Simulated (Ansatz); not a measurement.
System: C$_{2}$H$_{7}$BN, charge 0, multiplicity 2. It need not be the lowest isomer of its formula. 
Geometry from a B3LYP-D3(BJ)/def2-TZVP (Ansatz, an electronic-structure program) optimisation:
```xyz
11

C      1.9986     0.4366    -0.3325
B      0.5007     0.5509     0.0912
N     -0.4841    -0.4027    -0.0368
C     -1.8806    -0.2916     0.3600
H      2.2602     1.2114    -1.0579
H      2.2425    -0.5376    -0.7791
H      2.6601     0.5859     0.5249
H     -0.2526    -1.3015    -0.4506
H     -2.0451     0.6940     0.7911
H     -2.1412    -1.0460     1.1069
H     -2.5468    -0.4116    -0.4983
```
Charge 0, spin multiplicity 2.

Total electronic energies in hartree. Cores are frozen in the correlated levels unless marked. UHF or UKS for open shells. Spin-orbit coupling is left out. Non-relativistic. CBS marks a two-point X^-3 extrapolation of the correlation energy; Hartree-Fock from the larger set. [CCSD(T)-MP2]/basis is that difference in the basis named.

```
level                                                     program  energy (Eh)
-------------------------------------------------  --------------  -----------
RI-HF/cc-pVTZ                                              Ansatz   -158.98711
BLYP/def2-TZVPD                                            Ansatz   -159.97720
revPBE/def2-TZVPD                                          Ansatz   -160.00973
r2SCAN/def2-TZVPD                                          Ansatz   -159.95886
PBE0/def2-SVP                                              Ansatz   -159.68374
PBE0/def2-TZVP                                             Ansatz   -159.85674
r2SCAN0/def2-TZVPD                                         Ansatz   -159.94540
CAM-B3LYP-D4/def2-TZVPD                            Ansatz + dftd4   -159.97233
LC-wPBE-D4/def2-TZVPD                              Ansatz + dftd4   -159.96034
LC-wPBE/def2-TZVPD                                         Ansatz   -159.95383
RPA@PBE/cc-pVTZ                                            Ansatz   (withheld)
MP2/6-31G*                                                 Ansatz   -159.40564
MP2/cc-pwCVTZ                                              Ansatz   -159.64033
SCS-MP2/STO-3G                                             Ansatz   -157.16914
SCS-MP2/6-31G*                                             Ansatz   -159.40170
SCS-MP2/cc-pwCVTZ                                          Ansatz   -159.64332
CCSD/CBS(cc-pVTZ,cc-pVQZ)                                  Ansatz    -159.7413
CCSD(T)/6-31G*                                             Ansatz   -159.46658
CCSD(T)/cc-pVTZ                                            Ansatz   -159.69812
CCSD(T)/cc-pwCVTZ                                          Ansatz   -159.70723
CCSD(T)/cc-pVQZ                                            Ansatz   -159.74564
RI-MP2/CBS(cc-pVTZ,cc-pVQZ)+[CCSD(T)-MP2]/cc-pVQZ          Ansatz    -159.7758
CCSD(T)/CBS(cc-pVTZ,cc-pVQZ)                               Ansatz    -159.7724
```

**Question.** What belongs in the gaps?

**Answer.** 
- RPA@PBE/cc-pVTZ, energy (Eh): -160.04608
